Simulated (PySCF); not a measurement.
C2H7FOSi. Atoms are numbered in the order given.

```xyz
12

Si    -0.4438     0.3701     0.2407
O     -1.2018    -1.0251     0.7643
F     -1.4060     1.1618    -0.8315
C      1.1817     0.0194    -0.6305
C      2.1839    -0.7658     0.2285
H     -0.3107     1.2192     1.4627
H     -1.3038    -1.7223     0.0932
H      0.9509    -0.5272    -1.5725
H      1.6103     0.9931    -0.9555
H      2.4562    -0.2084     1.1487
H      3.1249    -0.9754    -0.3197
H      1.7606    -1.7378     0.5549
```
Charge 0, spin multiplicity 1.

Coordinates come from a PBE-D3(BJ)/def2-SVP optimisation. Other conformers were not sampled.

The numbers are results of SMD-PBE0/def2-SVP (PySCF), not measurements.

Solvation free energies are E(SMD) − E(gas) at the gas-phase geometry, for 1 M in both phases. In vacuum the dipole moment is 2.33 D.

| solvent | ΔG(solv) (kcal/mol) | its non-electrostatic (CDS) part | dipole (D) |
|---|---|---|---|
| water | [?] | [?] | [?] |
| diethylether | -4.9 | -1.6 | 2.64 |
| acetonitrile | -5.7 | -0.4 | 2.79 |

Q: Fill in the missing entries. (An estimate is asked for; the answer gives what the named calculation found.)

A: 
- water, ΔG(solv) (kcal/mol): -4.1
- water, its non-electrostatic (CDS) part: 3.6
- water, dipole (D): 2.88
